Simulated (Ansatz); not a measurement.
Input file for H4InO3P, SMILES `OP(O)[O][InH2]`:

```yaml
crystal:
  periodic: [false, false, false]
  atoms:
    - {symbol: O, position_ang: [-1.075875, 1.662663, 1.243911]}
    - {symbol: P, position_ang: [-0.349891, 1.428931, -0.183537]}
    - {symbol: O, position_ang: [1.003758, 0.437421, 0.331002]}
    - {symbol: O, position_ang: [-1.088823, 0.199222, -0.801151]}
    - {symbol: In, position_ang: [0.231546, -1.442073, -0.789675]}
    - {symbol: H, position_ang: [-1.467150, 0.855395, 1.604461]}
    - {symbol: H, position_ang: [1.838647, 0.909035, 0.408107]}
    - {symbol: H, position_ang: [1.154655, -1.492214, -2.222909]}
    - {symbol: H, position_ang: [-0.246867, -2.558390, 0.409791]}
basis:
  gaussian: {orbitals: def2-TZVPP}
correlation: {method: ccsd_t}
output: {orbitals: {seedname: orbitals}}
```

```sh
$ ansatz run in.yaml --threads 4 --pin off --events-out ev --progress --plain --max-ram 10444MiB
```

The program prints (abridged):

```
Functional definition: HF
1660 factors; integrals over basis functions are off by at most 7.4e-4 eV
mean field evaluation 1: about -20594.9987 eV, gradient 5.6e1 eV
mean field evaluation 2: about -20595.3360 eV, gradient 5.7e1 eV
mean field evaluation 4: about -20601.0467 eV, gradient 4.2e0 eV
mean field evaluation 8: about -20601.1345 eV, gradient 6.3e-1 eV
mean field -20601.13553286 eV, -757.0777668814 hartree, gradient 3.0e-6 eV, S^2 0.000000; 0 other end points of the search recorded, 0 dependent functions left out
12 core orbitals not correlated: weight in the atoms' cores, before any rotation towards them, 1.000 or more for the frozen orbitals, at most 0.000 for the correlated occupied ones
reference -20601.13553286 eV, -757.0777668814 hartree; 20, 20 occupied and 209, 209 virtual orbitals, 1660 factors
second order -31.49757814 eV of doubles, -0.00000000 eV of singles
cycle   1  -30.86975757 eV  change    6.3e-1 eV  update   1.4e-1
cycle   2  -31.68576571 eV  change   -8.2e-1 eV  update   4.2e-2
cycle   3  -31.86602595 eV  change   -1.8e-1 eV  update   2.3e-2
cycle   4  -31.84362138 eV  change    2.2e-2 eV  update   6.0e-3
cycle   5  -31.83824900 eV  change    5.4e-3 eV  update   2.9e-3
cycle   6  -31.83984922 eV  change   -1.6e-3 eV  update   9.4e-4
cycle   7  -31.83968961 eV  change    1.6e-4 eV  update   4.0e-4
cycle   8  -31.83948239 eV  change    2.1e-4 eV  update   1.3e-4
cycle   9  -31.83953279 eV  change   -5.0e-5 eV  update   5.2e-5
cycle  10  -31.83956878 eV  change   -3.6e-5 eV  update   2.1e-5
perturbative correction -1.18523429 eV, -0.0435565570 hartree
Total energy: -20634.16033594 eV, -758.2914060094 hartree
```

It took 3.6 min on 4 threads of an Arm Neoverse V1 on a shared host, with 5.3 GiB of host memory at the peak.

Correlation energy per correlated electron: -0.826 eV. T1 diagnostic: 0.0155.
